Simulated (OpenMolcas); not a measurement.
neutral sulfur: from CASSCF to CASPT2

```
Program             : OpenMolcas
Basis               : ANO-L-VQZP [6s5p3d2f]
Scalar Hamiltonian  : non-relativistic, point nucleus
Active space        : 6 electrons in 8 orbitals (3s 3p 4s 4p)
State averaging     : 2S+1 = 3 even, 3 roots; 2S+1 = 1 even, 6 roots
Spin-orbit coupling : state interaction with AMFI integrals over the reference wave functions, term energies averaged over their components
```

Methods on the same reference wave functions:
A. CASSCF
B. SS-CASPT2, IPEA 0.25 Eh, imaginary shift 0.1 Eh (closed shells correlated: 2s 2p)

Energies in cm-1 above 3s2 3p4 3P2, the measured ground level; measured values from NIST Handbook of Basic Atomic Spectroscopic Data.

| Level | A | B | Measured |
| --- | --- | --- | --- |
| 3s2 3p4 3P2 | 0.0 | 0.0 | 0.0 |
| 3s2 3p4 3P1 | 359 | 360 | 396 |
| 3s2 3p4 3P0 | 523 | 525 | 574 |
| 3s2 3p4 1D2 | 11437 | 9790 | 9239 |
| 3s2 3p4 1S0 | 20402 | 22510 | 22180 |

Deviations, from unrounded energies. A percentage is the sum of absolute deviations over the sum of measured energies, with the sign that they share, or ± where signs differ.

```csv
Against measurement,Levels,A,B
mean absolute deviation (cm-1),4,1000,240
fine structure of the ground term (%),2,-9.1,-8.7
other terms of the ground configuration (%),2,±12.7,+2.8
```

B lies closest to measurement on these levels. The largest miss of B in the table is 3s2 3p4 1D2, by +550 cm-1. The ranking rests on the paired levels alone, and a cruder setting can come out closer through cancelling errors.

From A to B the spin-free energies of the other terms of 3s2 3p4 shown, above 3P, scale by factors of 0.85 to 1.10.

The lowest spin-free term lies below A's lowest term by 0.148 hartree in B.

CASPT2 does not keep the components of a term degenerate, so their means are used; among the terms shown or strongly mixed into the levels shown the widest spread is 44 cm-1 (3s2 3p4 1D, B). Active for correlation alone: 4p 4s; no level in the range computed is led by a configuration that fills them, so any true level of that kind is missing. Without dynamic correlation excited terms often stand tens of per cent too high (terms of higher spin than the ground term too low), and those without a measured partner can miss by more than the paired ones (holds for A). Computed and measured levels are paired by configuration, term and J; levels that our copy of the source lacks, or whose pairing is in doubt (as where it misses far off the trend of its configuration), stay unpaired and out of the deviations. Levels of configurations outside the active space are missing.
